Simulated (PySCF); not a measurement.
Compound: ClH4PPb.
Z-matrix (Å and degrees, PBE0-D3(BJ)/def2-SVP geometry), rows numbered from 1:
```
P 
Pb  1  2.5780
Cl  2  2.4630  1  105.60
H   1  1.4291  2   91.32  3    47.13
H   1  1.4287  2   91.29  3   -45.72
H   2  1.7600  1  113.89  3  -113.46
H   2  1.7597  1  113.73  3   113.17
```

Method used: PBE0-D3(BJ)/def2-SVP geometry optimisation, gas phase, def2 core potentials past Kr in PySCF 2.14.0.

Masses are those of the commonest isotopes; rigid-rotor values at the optimised geometry. The values belong to one conformer with, in the numbering `[PH2:1][PbH2:2][Cl:3]`, H–P1–Pb2–Cl3 47° and -46°.

Question: Give the principal moments of inertia and the rotational constants in MHz.

Answer: Ia = 133.86, Ib = 276.43, Ic = 397.15 u·Å²; 505379 MHz·u·Å²/I gives A = 3775, B = 1828, C = 1273 MHz.

Question: Classify the top.

Answer: An asymmetric top; Ray's κ = -0.556.

Question: Is it planar, by Δ = Ic − Ia − Ib?

Answer: Not planar: Δ = Ic − Ia − Ib = -13.13 u·Å². For a rigid frame Δ = −2 Σ m c², so Σ m c² = 6.57 u·Å² lies off the ab plane, practically all of it from hydrogen. The atom farthest from that plane is 1.48 Å away.

Question: List the rotational levels J(Ka,Kc) to J = 2 (MHz).

Answer: Above 0(0,0):
J = 1: 1(0,1) 3101, 1(1,1) 5048, 1(1,0) 5604
J = 2: 2(0,2) 9199, 2(1,2) 10694, 2(1,1) 12361, 2(2,1) 18203, 2(2,0) 18306
The levels of one J sum to (2J + 1)J(J + 1)(A + B + C)/3.

Question: Which lines would a microwave search look for?

Answer: The dipole components are |μa| = 2.17 D, |μb| = 1.37 D, |μc| = 0.00 D; the mirror of this Cs structure is the ab plane, so μc vanishes by symmetry (the 0.01 D computed is a residue) and there are no c-type lines. Intensities carry the squares of the components, which stand as 1.00 : 0.40 (a : b). Some of the stronger lines:

```tsv
type	branch	J(Ka,Kc)	MHz	lower level (cm⁻¹)
a	Q	3(1,2) ← 3(1,3)	3322	0.637
b	R	5(2,3) ← 4(3,2)	6645	1.710
b	Q	4(2,3) ← 4(1,4)	9607	1.008
b	R	2(2,1) ← 1(1,0)	12599	0.187
a	R	5(1,5) ← 4(1,4)	13771	1.008
b	Q	5(4,1) ← 5(3,2)	15096	2.246
a	R	5(3,3) ← 4(3,2)	15749	1.710
b	R	5(2,4) ← 4(1,3)	19409	1.191
b	Q	5(5,1) ← 5(4,2)	19815	2.749
b	R	3(3,1) ← 2(2,0)	20384	0.611
```

Question: Estimate the classical rotational partition function at 10 K, 25 K and 500 K.

Answer: Point group Cs, symmetry number σ = 1; q = (√π/σ)·√((kT/h)³/(ABC)), k/h = 20836.6 MHz/K: 1800 at 10 K, 7110 at 25 K, 636000 at 500 K.

Not checked by PBE0-D3(BJ)/def2-SVP frequencies. No vibrational averaging or centrifugal distortion is included, and the geometry carries the error of its method. Quadrupole hyperfine structure (35Cl) is left out.
